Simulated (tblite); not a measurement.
Compound: C₅H₉Cl₂NSi.
Atom-mapped SMILES: `[N:1]#[C:2][CH2:3][C@H:4]([CH2:5][Cl:6])[SiH2:7][CH2:8][Cl:9]` (hydrogens: H10, H11 on C3; H12 on C4; H13, H14 on C5; H15, H16 on Si7; H17, H18 on C8)

Cartesian coordinates in Å at the GFN2-xTB level; atoms count from 1:
```xyz
18
C5H9Cl2NSi angstrom
N      3.1335    1.8384    0.8282
C      2.1265    1.5275    0.3848
C      0.8548    1.1107   -0.1483
C      0.4600   -0.2708    0.3971
C      1.5177   -1.2882   -0.0013
Cl     0.9677   -2.9202    0.4361
Si    -1.2647   -0.8763   -0.1949
C     -2.4615    0.6161   -0.2981
Cl    -2.0663    1.6169   -1.7255
H      0.1099    1.8587    0.1308
H      0.9219    1.0902   -1.2391
H      0.4516   -0.2101    1.4908
H      1.6757   -1.2918   -1.0807
H      2.4703   -1.1195    0.5034
H     -1.8376   -1.7945    0.7890
H     -1.1518   -1.4402   -1.5389
H     -2.4293    1.2746    0.5665
H     -3.4872    0.2847   -0.4320
```

Method: GFN2-xTB as coded in tblite; computed harmonic values from a numerical Hessian at the method's own geometry, unscaled. This tight-binding method is rough: wavenumbers can miss measured ones by several per cent, in bad cases by 10 to 20. Modes of hydrogen on silicon can be 10 to 20 % off. One conformer, not necessarily the lowest.

Harmonic wavenumbers (cm⁻¹): 33.2, 61.2, 72.5, 74.8, 110.2, 139.1, 148.0, 193.2, 264.4, 332.4, 349.8, 388.6, 469.2, 519.3, 610.8, 644.1, 688.7, 698.5, 741.2, 755.9, 767.3, 777.8, 870.3, 932.5, 983.1, 1054.9, 1090.6, 1091.8, 1111.2, 1148.8, 1192.2, 1228.9, 1249.0, 1293.9, 1309.8, 1423.3, 1439.7, 1454.9, 2285.6, 2294.1, 2410.6, 2934.0, 2966.3, 2970.8, 2975.5, 2984.7, 2996.4, 3013.1.

A = 1030, B = 651.0, C = 424.3 MHz; mass 180.988 u (most abundant isotopes); point group C1, symmetry number 1.

Problem. Zero-point energy?

Solution. ½Σν̃ = 27773 cm⁻¹ = 79.41 kcal/mol.

Problem. Entropy at 298.15 K, 1 bar (ideal gas, RRHO, classical rotation)?

Solution. Translation 41.51, rotation 31.40, vibration 38.85: S = 111.8 cal/(mol K).

Problem. And Cp and H(298.15 K) − H(0)?

Solution. Cp = 42.85 cal/(mol K), of which vibrations give 34.91 (their classical limit is 48 R = 95.4); H(298.15 K) − H(0) = 8.07 kcal/mol without the zero-point energy, 5.70 from vibrations.

Problem. How do the functions run with temperature in this model?

Solution. 
| T (K) | S (cal/(mol K)) | Cp (cal/(mol K)) | H − H(0) (kcal/mol) | G − H(0) (kcal/mol) | ln q(vib) |
| --- | --- | --- | --- | --- | --- |
| 50 | 64.4 | 16.5 | 0.58 | -2.64 | 1.01 |
| 100 | 77.9 | 22.8 | 1.57 | -6.22 | 2.96 |
| 373.15 | 122.2 | 49.9 | 11.55 | -34.03 | 12.30 |
| 500 | 138.2 | 59.7 | 18.53 | -50.56 | 16.13 |
| 750 | 165.1 | 72.8 | 35.22 | -88.58 | 23.05 |
| 1000 | 187.2 | 81.2 | 54.54 | -132.70 | 29.25 |

q(vib) and H(0) count from the zero-point level.

Problem. Blend soft modes into free rotors: weight 1/[1 + (100 cm⁻¹/ν̃)⁴] for the oscillator and the rest for a rotor with moment μB/(μ + B), μ = h/(8π²ν), B = 10⁻⁴⁴ kg m². What vibrational entropy results?

Solution. 34.58 cal/(mol K) in place of 38.85, which changes −T·S at 298.15 K by +1.27 kcal/mol.

Hindered rotation and anharmonicity are outside this model. Other conformers, if any are populated, would add a mixing term that is left out. The structure is chiral; the term R ln 2 for an equal mix with its mirror image is left out.

Time: 1.7 s wall. Hardware: Arm Neoverse N1, one thread, shared host with 64 logical CPUs at a one-minute load of 61. This covers the Hessian and the dipole derivatives.
